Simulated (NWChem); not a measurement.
System: ScF3; SMILES [F][Sc]([F])[F]

Input file for NWChem:

```
start job
memory heap 200 mb stack 900 mb global 1100 mb
geometry units angstroms noautoz
  Sc     0.000000     0.000000     0.000000
  F     -1.289432    -1.289432     0.000000
  F     -0.471965     1.761397     0.000000
  F      1.761397    -0.471965     0.000000
end
basis spherical
  * library def2-svpd
end
dft
  xc hfexch
  iterations 150
  mulliken
end
task dft energy
```

All runs use the structure optimised with B3LYP/6-31G* (spherical d).

### Question
Predict the main results of this run. (Hartree-Fock/def2-SVPD.) Quantities: basis functions; energy (Ha); highest occupied level (eV); orbital gap (eV).

### Answer
```
Property                       Result
---------------------------  --------
number of basis functions         103
energy (Ha)                  -1058.03
highest occupied level (eV)    -16.68
orbital gap (eV)                16.80
```
